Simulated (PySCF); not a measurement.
## Pm(III) with different ligands

Computed with PySCF 2.14.0, PBE0, def2-SVP on the ligands, density fitting, scalar-relativistic core potentials, no spin-orbit coupling, vacuum. The metal has lcecp-1-SVP with ECP50. Each complex is relaxed within the symmetry of a template of the same shape. Distances are means of the shortest metal–ligand contacts, charges and spins Mulliken's; removal energies are rigid, with the ligand's formal charge and no counterpoise, so too large; for an anion taken off a cation in vacuum most of it is the attraction of opposite charges, and multiply charged cations can part far more cheaply with an electron moved from ligand to metal. lcecp potentials hold a fixed number of 4f electrons in the core, out of states, spins and gaps.

```
   complex    point group  M–first ligand (Å)  charge on M (e)  removal of one first-named ligand (eV)  strongest infrared band, degenerate modes summed (cm⁻¹)  unstable modes (below −25 cm⁻¹)
[Pm(OH)4]−  S4, nearly Td               2.176             0.84                                    5.48                                                      232                                0
```

Task: Order these by the energy to remove one first-named ligand, lowest first.
A. [PmH4]−
B. [Pm(NH2)4]−
C. [PmCl4]−
D. [Pm(SH)4]−
E. [PmF4]−

Result: D (4.52), A (4.65), C (4.92), B (5.07), E (6.45).

Task: What else do they give?

Result: 
```
    complex  point group  M–first ligand (Å)  charge on M (e)  removal of one first-named ligand (eV)  strongest infrared band, degenerate modes summed (cm⁻¹)  unstable modes (below −25 cm⁻¹)
 [Pm(SH)4]−           S4               2.721             0.63                                    4.52                                                      272                                0
    [PmH4]−           Td               2.152             0.27                                    4.65                                                     1201                                0
   [PmCl4]−           Td               2.598             0.78                                    4.92                                                      304                                0
[Pm(NH2)4]−           S4               2.321             0.68                                    5.07                                                        –                        not given
    [PmF4]−           Td               2.132             1.07                                    6.45                                                      496                                0
```

Moved off a saddle point of the template and relaxed again: [Pm(NH2)4]−. One start shape was tried for each, so a minimum needn't be the lowest isomer.
